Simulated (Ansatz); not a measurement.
Input and output for F₄MoO, SMILES `[O]=[Mo]([F])([F])([F])[F]`.

```yaml
crystal:
  periodic: [false, false, false]
  atoms:
    - {symbol: O, position_ang: [1.426282, -0.523919, -0.999768]}
    - {symbol: Mo, position_ang: [0.076075, -0.006517, -0.042901]}
    - {symbol: F, position_ang: [-0.378862, -1.740263, 0.354824]}
    - {symbol: F, position_ang: [-0.795498, 0.804975, -1.430531]}
    - {symbol: F, position_ang: [1.087957, 0.919134, 1.103250]}
    - {symbol: F, position_ang: [-1.398884, 0.494759, 1.050999]}
basis:
  gaussian: {orbitals: def2-TZVPP}
hamiltonian: {xc: {name: B2PLYP}}
scf: {lower_state_search: light}
output: {forces: true}
```

```sh
$ ansatz run in.yaml --threads 4 --pin off --events-out ev --progress --plain --max-ram 10444MiB
```

Output, abridged:

```
Functional definition: B2PLYP
1439 factors; integrals over basis functions are off by at most 5.7e-4 eV
mean field evaluation 1: about -14736.3691 eV, gradient 1.1e2 eV
mean field evaluation 2: about -14736.6186 eV, gradient 1.1e2 eV
mean field evaluation 4: about -14751.8667 eV, gradient 5.0e1 eV
mean field evaluation 8: about -14755.7481 eV, gradient 1.3e0 eV
mean field evaluation 16: about -14755.7970 eV, gradient 9.6e-3 eV
mean field -14755.79698934 eV, -542.2655375200 hartree, gradient 4.5e-6 eV, S^2 0.000000; 2 other end points of the search recorded, 0 dependent functions left out
5 core orbitals not correlated: weight in the atoms' cores, before any rotation towards them, 1.000 or more for the frozen orbitals, at most 0.000 for the correlated occupied ones
reference -14755.79716538 eV, -542.2655439892 hartree; 24, 24 occupied and 182, 182 virtual orbitals, 1439 factors
second order -63.34632595 eV of doubles, -0.00000000 eV of singles
Total energy: -14772.90067339 eV, -542.8940863152 hartree
Atom 0 at     1.426282    -0.523919    -0.999768 Å, force    -0.805005     0.424828     0.511450 eV/Å
Atom 1 at     0.076075    -0.006517    -0.042901 Å, force     0.047563    -1.482626    -1.430723 eV/Å
Atom 2 at    -0.378862    -1.740263     0.354824 Å, force     0.018647     0.281752     0.011330 eV/Å
Atom 3 at    -0.795498     0.804975    -1.430531 Å, force     0.148041     0.031193     0.085970 eV/Å
Atom 4 at     1.087957     0.919134     1.103250 Å, force     0.716453     0.717729     0.747065 eV/Å
Atom 5 at    -1.398884     0.494759     1.050999 Å, force    -0.125699     0.027124     0.074908 eV/Å
Dipole moment:     0.236920     0.001997    -0.128801 e Å
```

It took 17 s on 4 threads of an Arm Neoverse V1 on a shared host, with 0.68 GiB of host memory at the peak.
